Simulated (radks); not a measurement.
The numbers below are computed, except where a source is named.
Question: Species: Co V. Configuration: [Ar] 3d5. Code: a radial shooting solver on a logarithmic mesh with Libxc functionals. Model: Dirac Kohn-Sham, AM05, spin-unpolarised, spherical densities, finite nucleus; open shells fill j = l - 1/2 first; Fermi nuclear charge, rms radius 3.7875 fm. Some entries of the table are withheld. Estimate them.

| orbital | occ. | eigenvalue (eV) | <r> (bohr) | r(max) (bohr) |
|---|---|---|---|---|
| 1s1/2 | 2 | -7638.463 | 0.05626 | 0.03683 |
| 2s1/2 | 2 | -960.1533 | 0.2557 | 0.2135 |
| 2p1/2 | 2 | -841.8471 | 0.2230 | 0.1703 |
| 2p3/2 | 4 | -827.0729 | 0.2262 | 0.1729 |
| 3s1/2 | 2 | -162.0378 | (1) | 0.6653 |
| 3p1/2 | 2 | -126.3533 | 0.7865 | 0.6672 |
| 3p3/2 | 4 | -124.3936 | 0.7951 | 0.6743 |
| 3d3/2 | 4 | -66.0292 | (2) | (3) |
| 3d5/2 | 1 | -65.7832 | (4) | (5) |

Answer: 
(1) 3s1/2 <r> (bohr): 0.7613
(2) 3d3/2 <r> (bohr): 0.8751
(3) 3d3/2 r(max) (bohr): 0.6370
(4) 3d5/2 <r> (bohr): 0.8782
(5) 3d5/2 r(max) (bohr): 0.6392
